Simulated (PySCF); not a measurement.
**How methods differ on the ionisation energy of Ti²⁺**

Ti²⁺ [Ar] 3d2 [3d3/2^2, M_J = 2] → Ti³⁺ [Ar] 3d1 [3d3/2^1, M_J = 3/2], as a difference of total energies. Calculation: PySCF 2.14, in x2c-QZVPPall-2c (11s9p5d3f2g, 102 functions); the two-component X2C-1e Hamiltonian. Correlated levels: [Ne] frozen; the 8 highest virtual spinors dropped. "Screened" scales the spin-orbit matrix elements by Boettger's factors to mimic the two-electron term; Breit and QED terms are absent.

| method | ionisation energy (eV) |
| --- | --- |
| GHF (spin-free) | 26.507 |
| GMP2 (spin-free) | 27.305 |
| GHF (screened spin-orbit) | 26.507 |
| GMP2 (screened spin-orbit) | 27.298 |

Question: How much does correlation contribute at GMP2 (screened spin-orbit)?

Answer: 27.298 − (26.507) = 0.791 eV, measured against GHF (screened spin-orbit).

Errors of the correlated levels include the incompleteness of this basis and the frozen core.

The labels give the starting determinants; with spin-orbit coupling the two ends relaxed to ⟨J²⟩ = 7.85, ⟨L²⟩ = 12.00, ⟨S²⟩ = 2.00 and ⟨J²⟩ = 4.07, ⟨L²⟩ = 6.01, ⟨S²⟩ = 0.75.

The determinant of Ti²⁺ and of Ti³⁺ mixes levels of different J (the jj label is only the starting occupation), so the difference between spin-free and spin-orbit rows is not the physical spin-orbit shift.

For comparison: 27.492 eV (measured; NIST Atomic Spectra Database, ionization energies).
